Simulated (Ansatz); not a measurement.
Consider the ligand exchange at the Si–N bond: `N[SiH](Cl)O[SiH3]` + `O[SiH3]` → `[SiH3]O[SiH](Cl)O[SiH3]` + NH₃.

Program: Ansatz. Geometries: PBE0-D4/def2-TZVP. ΔE: electronic, gas phase. CBS: MP2 limit from def2 TZ/QZ plus the TZ coupled-cluster correction, frozen cores. This one scheme is used for every species. Functionals use def2-TZVPP. Each species was taken in one conformer, which may not be the lowest.

```json
{"species": "`N[SiH](Cl)O[SiH3]`", "PBE0 energy (Eh)": "-1172.49770"}
{"species": "`O[SiH3]`", "PBE0 energy (Eh)": "-366.98944"}
{"species": "`[SiH3]O[SiH](Cl)O[SiH3]`", "PBE0 energy (Eh)": "-1482.99358"}
{"species": "NH₃", "PBE0 energy (Eh)": "-56.51575"}
```

Question: Work out ΔE.

Answer: ΔE = (-1482.99358) + (-56.51575) − (-1172.49770) − (-366.98944) = -0.02219 Eh = -13.9 kcal/mol. CCSD(T)/CBS gives -16.2 kcal/mol.

Largest T1 diagnostic among the species: 0.011.

The D4 term adds −1.7 kcal/mol with B3LYP and −1.1 kcal/mol with PBE0; it sums over pairs of atoms, weighted by their polarisabilities, and B3LYP, whose exchange is more repulsive, gets the larger term. In def2-TZVPP, CCSD(T) changes the Hartree–Fock value by +1.1 kcal/mol (the triples alone add +0.1 kcal/mol) and MP2 by +1.4 kcal/mol.

B3LYP here is the variant with VWN-RPA as its local correlation; programs differ in this.
